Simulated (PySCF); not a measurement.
Method: PBE-D3(BJ)/def2-TZVP // PBE0-D3(BJ)/def2-TZVP run with PySCF. All species are isolated molecules in the gas phase. One relaxed conformer stands for a flexible species; it need not be the lowest. Excitations are Tamm–Dancoff values on a coarser integration grid. The basis has no diffuse functions, so Rydberg states are missing or too high.

Reference species (SMILES): `C/C(O)=C/[SiH3]` (C–C–O–H torsion 180°) (neutral, multiplicity 1).

| Item | Value |
|---|---|
| LUMO | -0.84 eV |
| T1 excitation (TDA) | 4.03 eV |
| S1 excitation (TDA) | 5.28 eV |
| HOMO | -5.56 eV |

After one change: the LUMO decreases by 0.07 eV; the T1 excitation (TDA) drops by 0.05 eV; the S1 excitation (TDA) hardly moves; the HOMO stays essentially unchanged.

Question: Name the change that produced these shifts. The new species is one of these.
A. `C/C(O)=C\[SiH3]` (C–C–O–H torsion 180°)
B. `OC/C=C\[SiH3]` (H–O–C–C torsion 73°, O–C–C–C torsion 8°)
C. `C/C([SiH3])=C\O` (C–C–O–H torsion 180°)
D. `C=C([SiH3])CO` (Si–C–C–O torsion -45°, C–C–O–H torsion -59°)

Answer: A, `C/C(O)=C\[SiH3]` (C–C–O–H torsion 180°)
